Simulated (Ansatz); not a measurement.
Isolated molecules relaxed with PBE0-D4/def2-TZVP in Ansatz; ΔE leaves out vibrations. CBS: MP2 limit from def2 TZ/QZ plus the TZ coupled-cluster correction, frozen cores. DFT in def2-TZVPP. B3LYP here is the variant with VWN-RPA as its local correlation; programs differ in this. Each species was taken in one conformer, which may not be the lowest.

Consider the cleavage of the Si–B bond: `BC(C)B[SiH3]` + `OC(O)O` → `OC(O)O[SiH3]` + `BC(B)C`.

```
             level  ΔE (kcal/mol)  difference from CCSD(T)/CBS
            PBE-D4          -18.5                          5.4
         r2SCAN-D4          -22.6                          1.3
           PBE0-D4          -20.1                          3.8
          B3LYP-D4          -24.1                         -0.2
           ωB97X-V          -23.8                          0.1
           ωB97M-V          -24.4                         -0.5
            B2PLYP          -25.4                         -1.5
            r2SCAN          -22.7                          1.2
             B3LYP          -24.5                         -0.6
    MP2/def2-TZVPP          -25.7                         -1.8
SCS-MP2/def2-TZVPP          -26.7                         -2.8
   CCSD/def2-TZVPP          -24.6                         -0.7
    MP2/def2-QZVPP          -25.9                         -2.0
SCS-MP2/def2-QZVPP          -26.9                         -3.0
     MP2/CBS(def2)          -25.8                         -1.9
    CCSD/CBS(def2)          -24.7                         -0.8
       CCSD(T)/CBS          -23.9                            0
```

Largest T1 diagnostic among the species: 0.013.

From PBE to PBE0 (25 % exact exchange), in def2-TZVPP and without D4, ΔE moves by −1.7 kcal/mol. In def2-TZVPP, CCSD(T) changes the Hartree–Fock value by +6.2 kcal/mol (the triples alone add +0.7 kcal/mol) and MP2 by +4.3 kcal/mol.
